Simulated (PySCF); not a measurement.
# Computed records: AlBClFH2, AlBFH2, ClF2Si

Computed with PySCF 2.14.0. Calculation on a computer-drawn molecule: the log of a Hartree-Fock and frozen-core CCSD(T) single point meant for a local Hartree-Fock minimum, with one planted fault or none, to be diagnosed. Offsets are logged minus clean, where the clean run is the same molecule without the fault. The reference is restricted for singlets and unrestricted otherwise, and also for a bond in bohr or an excited solution. Adding or removing an electron swaps singlet and doublet. The excited solution moves the top pair (singlet) or top alpha electron (doublet) to the lowest empty orbital. Highest occupied and lowest empty are orbital energies over both spins, largest force is the largest gradient component, triples share is (T) over the correlation energy, the T1 limit is 0.02 restricted and 0.045 unrestricted, electrons count all cores, a negative frequency is imaginary (commonest isotopes), and the dipole is about the centre of nuclear charge.

Common to all runs: meant basis cc-pV(D+d)Z; logged SCF converged yes; possible faults no fault, one electron removed, one electron added, multiplicity raised by two, geometry at a saddle point, SCF held on an excited solution, minimal basis STO-3G, one bond length entered in bohr, all coordinates scaled.

(1) AlBClFH2

Logged structure:
```xyz
6
AlBClFH2
F      1.0405    -0.0553     0.7939
B      0.3455    -1.2891     0.5793
Al    -1.9244    -1.6392     0.9780
Cl     1.4462    -2.7221    -0.0929
H     -3.0560    -1.3739    -0.2713
H     -2.4407    -2.2033     2.5034
```

```
meant charge                         : 0
meant multiplicity                   : 1
logged electrons                     : 46
logged basis functions               : 84
logged spin squared                  : 0
logged highest occupied              : -10.945 eV
logged lowest empty                  : 0.37392 eV
logged largest force                 : 0.066816 hartree/bohr
logged T1 diagnostic                 : 0.016322
logged D1 diagnostic                 : 0.058586
logged triples share                 : 0.02487
logged CC converged                  : yes
logged dipole magnitude              : 2.2872 debye
logged SCF stable within its kind    : yes
logged energy HF                     : -826.76033 hartree
logged energy CCSD(T)                : -827.28106 hartree
planted fault                        : all coordinates scaled, by +8.0 %
HF energy offset from clean run      : 18.4 kcal/mol
CCSD(T) energy offset from clean run : 15.48 kcal/mol
```

Drawn bonds:
```tsv
atom	other atom	order
1	2	1
2	3	1
2	4	1
3	5	1
3	6	1
```

(2) AlBFH2

Logged structure:
```xyz
5
AlBFH2
F     -2.9398    -0.9918     1.9150
B     -1.8131    -1.5026     1.5519
Al    -0.0354    -2.3079     0.9794
H      0.4999    -1.9173    -0.4493
H      0.6797    -3.2653     2.0051
```

```
meant charge                      : 0
meant multiplicity                : 2
logged electrons                  : 29
logged basis functions            : 61
logged spin squared               : 0.763
logged highest occupied           : -6.8874 eV
logged lowest empty               : 0.052473 eV
logged largest force              : 0.018972 hartree/bohr
logged dipole magnitude           : 0.72929 debye
logged SCF stable within its kind : no
logged energy HF                  : -367.15223 hartree
```

Drawn bonds:
```tsv
atom	other atom	order
1	2	1
2	3	1
3	4	1
3	5	1
```

Notes: coupled-cluster numbers left out as unreliable.

(3) ClF2Si

Logged structure:
```xyz
4
ClF2Si
F      0.1454    -3.6142    -0.2009
Si    -0.3204    -2.1369    -0.3887
F      0.6544    -1.2219    -1.1931
Cl    -2.0051    -1.4793     0.3325
```

```
meant charge                      : 1
meant multiplicity                : 1
logged electrons                  : 48
logged basis functions            : 74
logged spin squared               : 0
logged highest occupied           : -20.855 eV
logged lowest empty               : -5.3254 eV
logged largest force              : 0.021162 hartree/bohr
logged T1 diagnostic              : 0.015116
logged D1 diagnostic              : 0.052178
logged triples share              : 0.022076
logged CC converged               : yes
logged dipole magnitude           : 0.93843 debye
logged SCF stable within its kind : yes
logged energy HF                  : -947.14107 hartree
logged energy CCSD(T)             : -947.76335 hartree
```

Drawn bonds:
```tsv
atom	other atom	order
1	2	1
2	3	1
2	4	1
```

Q: Which fault was planted in the run of AlBFH2 (entry 2)?
A: SCF held on an excited solution

Q: ClF2Si (entry 3): planted fault?
A: all coordinates scaled, by +1.6 %

Further results for AlBFH2 (entry 2):

```
HF energy offset from clean run : 19.43 kcal/mol
```

Further results for ClF2Si (entry 3):

```
HF energy offset from clean run      : 1.006 kcal/mol
CCSD(T) energy offset from clean run : -0.8486 kcal/mol
```
